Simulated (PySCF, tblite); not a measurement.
Compound: C5H11B2FO.
Atom-mapped SMILES: `[CH2:1]=[C:2]([CH3:3])[B:4]([CH2:5][BH:6][F:7])[O:8][CH3:9]` (hydrogens: H10, H11 on C1; H12, H13, H14 on C3; H15, H16 on C5; H17 on B6; H18, H19, H20 on C9)

Structure used (GFN2-xTB), in Å, numbered top down from 1:
```
atom  x, y, z in Å
C1     1.818    1.568   -0.117
C2     1.409    0.315   -0.299
C3     2.414   -0.777   -0.546
B4    -0.109   -0.105   -0.216
C5    -1.292    0.991   -0.331
B6    -1.660    1.470    1.108
F7    -2.536    0.774    1.820
O8    -0.339   -1.406   -0.031
C9    -1.598   -2.014    0.124
H10    1.124    2.370    0.069
H11    2.863    1.840   -0.134
H12    2.246   -1.218   -1.527
H13    2.284   -1.566    0.191
H14    3.433   -0.400   -0.496
H15   -2.149    0.514   -0.808
H16   -0.958    1.812   -0.959
H17   -1.186    2.396    1.657
H18   -2.090   -1.659    1.032
H19   -2.244   -1.803   -0.732
H20   -1.438   -3.092    0.194
```

Jobs on this species (20 atoms, 68 electrons) with PySCF (density fitting) and tblite. Hardware of each: one thread, Intel Xeon at 2.70 GHz (x86_64), shared host. Other jobs ran on the host; a repeat could differ by tens of per cent or more.

Question: Rank these jobs by wall time, shortest first.
A. GFN2-xTB; L-BFGS relaxation
B. GFN2-xTB; Hessian by finite differences
C. PBE0/pcSseg-1; shieldings, charges and field gradients; 208 basis functions

Answer: B (0.87 s), A (1.5 s), C (85 s).

All jobs:

```csv
level and settings,work,basis functions,SCF cycles,wall time
GFN2-xTB,Hessian by finite differences,–,–,0.87 s
GFN2-xTB,L-BFGS relaxation,–,–,1.5 s
PBE0/pcSseg-1,"shieldings, charges and field gradients",208,14,85 s
```

What do all jobs in the table cost together?

About 87 s; the longest takes about 97 % of that, and about 98 times as long as the shortest.
